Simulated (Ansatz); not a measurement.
The cluster Ti₂O₂⁺. Total charge 1; quartet. Geometry r2SCAN-D4/def2-SVP; atoms count from 1.

Cartesian coordinates in Å:
```
Ti 0.435 -1.037 -0.736
Ti -0.435 1.037 0.736
O -1.100 -0.480 0.026
O 1.100 0.480 -0.026
```

At PBE0-D4/def2-TZVP a doublet of charge 1 lies 0.11 eV below the quartet, each at its own geometry. That doublet is doubtful there (⟨S²⟩ 1.70, where a pure state has 0.75). The structure comes from a short search, and lower isomers may exist.

Estimate the Mulliken populations from the PBE0/def2-TZVP orbitals of Ansatz.


| atom | charge (e) | spin (α − β) | d electrons |
| --- | --- | --- | --- |
| Ti1 | 1.19 | 1.69 | 2.42 |
| Ti2 | 1.19 | 1.69 | 2.42 |
| O3 | -0.69 | -0.19 | – |
| O4 | -0.69 | -0.19 | – |
Mulliken values and Mayer orders depend strongly on the basis.

Where does the spin sit?

Summed by element: Ti 3.38, O -0.38, of 3 unpaired in all. Largest on single atoms: Ti1 1.69, Ti2 1.69, O3 -0.19.

And the Mayer bond orders between bonded heavy atoms (over 0.3)?

Ti1–Ti2 0.48 (2.69 Å); Ti1–O3 1.06 (1.80 Å); Ti1–O4 1.06 (1.80 Å); Ti2–O3 1.06 (1.80 Å); Ti2–O4 1.06 (1.80 Å).
